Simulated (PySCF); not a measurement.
## C9H16OSi: core ionisation energies

Si(vinyl)3(OiPr), C₉H₁₆OSi.
Structure used (PBE0-D3(BJ)/def2-SVP), in Å, numbered top down from 1:
```xyz
27
C9H16OSi angstrom
Si     0.413    0.859   -0.266
C      0.289    1.401    1.525
C      0.973    0.861    2.542
H     -0.447    2.182    1.763
H      1.716    0.071    2.381
H      0.822    1.176    3.581
C      2.100    0.127   -0.618
C      3.246    0.476   -0.020
H      2.153   -0.609   -1.433
H      3.274    1.213    0.790
H      4.212    0.048   -0.314
C      0.045    2.276   -1.415
C     -1.014    2.289   -2.232
H      0.731    3.134   -1.426
H     -1.715    1.448   -2.256
H     -1.222    3.128   -2.907
O     -0.769   -0.272   -0.617
C     -0.943   -1.490    0.082
C     -1.088   -2.605   -0.937
C     -2.145   -1.376    1.002
H     -0.047   -1.699    0.701
H     -1.962   -2.415   -1.579
H     -1.221   -3.580   -0.444
H     -0.197   -2.658   -1.581
H     -1.998   -0.561    1.726
H     -3.049   -1.157    0.413
H     -2.307   -2.311    1.560
```

Method used: PySCF 2.14.0, delta-SCF UKS SCAN, pcX-2 on the ionised atom, pcseg-1 elsewhere, spin-free X2C. Binding energies are ΔSCF values: E(core-ionised, relaxed orbitals) − E(ground state) at a fixed geometry, referred to the vacuum level.

Task: Give the core binding energies atom by atom.

Result: 
```json
{"atom(s)": "Si1", "bonded to": "O and 3 C", "level": "Si 2p3/2", "binding energy (eV)": "106.34", "2p1/2 (eV)": "106.97", "above the level's lowest (eV)": "0.00", "count": "1"}
{"atom(s)": "Si1", "bonded to": "O and 3 C", "level": "Si 1s", "binding energy (eV)": "1846.30", "2p1/2 (eV)": "–", "above the level's lowest (eV)": "0.00", "count": "1"}
{"atom(s)": "C2/C7/C12", "bonded to": "C, H and Si", "level": "C 1s", "binding energy (eV)": "289.79", "2p1/2 (eV)": "–", "above the level's lowest (eV)": "0.00", "count": "3"}
{"atom(s)": "C3/C8/C13", "bonded to": "C and 2 H", "level": "C 1s", "binding energy (eV)": "290.26", "2p1/2 (eV)": "–", "above the level's lowest (eV)": "+0.47", "count": "3"}
{"atom(s)": "O17", "bonded to": "C and Si", "level": "O 1s", "binding energy (eV)": "537.14", "2p1/2 (eV)": "–", "above the level's lowest (eV)": "0.00", "count": "1"}
{"atom(s)": "C18", "bonded to": "O, 2 C and H", "level": "C 1s", "binding energy (eV)": "291.87", "2p1/2 (eV)": "–", "above the level's lowest (eV)": "+2.08", "count": "1"}
{"atom(s)": "C19/C20", "bonded to": "C and 3 H", "level": "C 1s", "binding energy (eV)": "290.35", "2p1/2 (eV)": "–", "above the level's lowest (eV)": "+0.56", "count": "2"}
```

The listed C 1s values span 2.08 eV, from C2/C7/C12 (bonded to C, H and Si) to C18 (bonded to O, 2 C and H).

Task: Which effective nuclear charge Zeff reproduces each element's mean 1s value in the hydrogen-like formula E = 13.606 eV × Zeff²?

Result: C (Z = 6): mean 290.3 eV, Zeff = 4.62, Z − Zeff = 1.38; O (Z = 8): mean 537.1 eV, Zeff = 6.28, Z − Zeff = 1.72; Si (Z = 14): mean 1846.3 eV, Zeff = 11.65, Z − Zeff = 2.35. Means run over the listed sites, weighted by atom count.

Topologically equivalent atoms share the value of their first member; where this conformer doesn't relate them by symmetry, their own values could differ. Spin–orbit coupling isn't in the SCF: each 2p doublet comes from a relaxed spin-free hole plus a matrix of the shell (mean-field spin–orbit coupling and the ground-state 2p splitting), with 2p3/2 averaged over its two sublevels. 2p1/2 minus 2p3/2 (ligand field included): Si 0.62 eV. Geometry: PBE0-D3(BJ)/def2-SVP, one conformer, isolated molecule.

On 2 threads, AMD EPYC 9R45 (x86_64), on a shared host, this took 84 s wall, 3.8 min CPU and 1.5 GiB of memory at its peak.
